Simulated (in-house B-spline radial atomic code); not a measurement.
The numbers below are computed, except where a source is named.
Mobility against doping in n-type InAs: double donors

For InAs the NSM archive of the Ioffe Institute lists m* = 0.023 m0 and ε = 15.15, so a* = 34.86 nm and Ha* = 2.727 meV.

One parabolic, isotropic band at zero temperature, uniform dielectric constant, impurities scattering independently, no phonons and no central-cell term; real bands flatten as E_F rises, which lowers the mobility at the highest densities. In effective units each ion is a point charge Z in an electron gas; its screened potential is solved self-consistently in the LDA with open boundaries (B-splines, partial waves to l = 16), which gives the phase shifts δ_l at the Fermi level. All carriers come from double donors, N_D = n/2; at these densities the screened double donor can hold a shallow s level, which is counted as screening charge. μ = e/(ħ k_F N σ_tr); Brooks-Herring takes σ_Born = (2πZ²/k_F⁴)(ln(1 + b) − b/(1 + b)), b = π k_F in effective units. «Linear» is first order in Z with Lindhard's response and the LDA kernel.

```csv
n (cm⁻³),r_s,E_F (meV),δ0 (rad),σ_linear/σ_Born,σ_tr/σ_Born,"μ, phase shifts (cm²/V·s)","μ, Brooks-Herring"
8.53e15,0.871,6.62,1.170,1.29,1.37,26600,36400
1.4e16,0.739,9.2,1.037,1.25,1.37,24000,32900
2.28e16,0.628,12.7,0.918,1.21,1.35,22100,29900
3.72e16,0.533,17.7,0.810,1.18,1.32,20700,27300
6.1e16,0.452,24.6,0.714,1.15,1.29,19500,25100
9.96e16,0.384,34.1,0.630,1.13,1.25,18600,23200
1.63e17,0.326,47.3,0.555,1.11,1.22,17700,21500
```

Task: How does the mobility change over the table, and why by so much less than n?

Result: n grows 19-fold and μ goes from 26600 to 17700, a power n^-0.14 end to end. Since N ∝ k_F³ and σ_Born ∝ k_F⁻⁴ times a slow logarithm, the product k_F N σ holds no power of k_F: more scatterers meet faster electrons.

Task: Where does Brooks-Herring miss most, and for what reason?

Result: σ_tr/σ_Born is farthest from 1 near r_s = 0.739: 1.37. A better treatment of screening (Lindhard, exchange and correlation), still in first order, gives 1.25 there, and higher orders in Z multiply that by 1.10. At the densest row the two factors are 1.11 and 1.09. Attraction raises the scattering while δ0 is small; as δ0 grows, sin² saturates while first order keeps growing.
